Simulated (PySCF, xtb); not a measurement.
Si(F)(Cl)(Me)2 (C₂H₆ClFSi), SMILES Cl[Si](F)(C)C.

Harmonic wavenumbers (cm⁻¹) from GFN2-xTB in xtb at its own minimum, in rising order: 81, 92, 142, 147, 190, 211, 230, 471, 691, 770, 776, 807, 841, 856, 870, 1379, 1381, 1469, 1470, 1473, 1474, 3034, 3037, 3045, 3048, 3051, 3053.

### Question
What does PBE-D3(BJ)/def2-SVP (PySCF) give at its own minimum? (An estimate is asked for; the answer gives what the named calculation found.)

### Answer
138, 150, 170, 175, 221, 254, 271, 497, 657, 676, 724, 770, 794, 827, 901, 1223, 1226, 1371, 1372, 1380, 1384, 2980, 2982, 3081, 3082, 3090, 3090. Paired by order, the mean absolute difference is 59 cm⁻¹ and the zero-point energies are 48.7 and 47.9 kcal/mol.
